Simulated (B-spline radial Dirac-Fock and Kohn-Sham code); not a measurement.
## Cross section and asymmetry of the 5s subshell of Xe⁶⁺

System: the Xe⁶⁺ ion in the configuration [Kr] 4d10 5s2. The computed 5s threshold is 89.61 eV; without correlation, outer thresholds are uncertain by 1 to 2 eV.

Input of the calculation (task.json; shells as n, l, electrons):

```json
{"items": [{
  "Z": 54,
  "q": 6,
  "cfg": [[1, 0, 2], [2, 0, 2], [2, 1, 6], [3, 0, 2], [3, 1, 6], [3, 2, 10], [4, 0, 2], [4, 1, 6], [4, 2, 10], [5, 0, 2]],
  "A": 132,
  "rrms": 4.7859,
  "do": ["binding", "quiet", "photo", "scan"],
  "hv": [21.22, 44.0, 54.4, 60, 68.5, 117.0, 249.0, 300, 2530.0, 2984.4, 5414.7, 8047.8, 11600.0, 15000, 17479.3, 137000.0]
}]}
```

Command: `python xray_run.py task.json out`

These are calculated numbers from a radial atomic solver; the model is independent-particle photoionisation in a Dirac-Hartree-Slater potential with a Latter tail, all multipoles, thresholds from Dirac-Fock ΔSCF. Interchannel coupling and autoionising resonances are not included, so magnitudes near threshold are approximate.

```
kinetic energy (eV)  σ (Mb)     β
                1.5   0.135  1.91
                2.3   0.136  1.91
                3.7   0.136  1.91
                5.7   0.136  1.91
                9.0   0.135  1.92
               14.0   0.134  1.93
               21.9   0.130  1.93
               34.2   0.125  1.94
               53.5   0.115  1.95
               83.7  0.0953  1.96
              130.9  0.0679  1.97
              204.6  0.0428  1.97
              319.9  0.0247  1.98
```

The cross section shows no minimum in this range. Its largest value, 0.136 Mb, lies 5 eV above threshold. β ranges from 1.91 (at 1.5 eV) to 1.98.
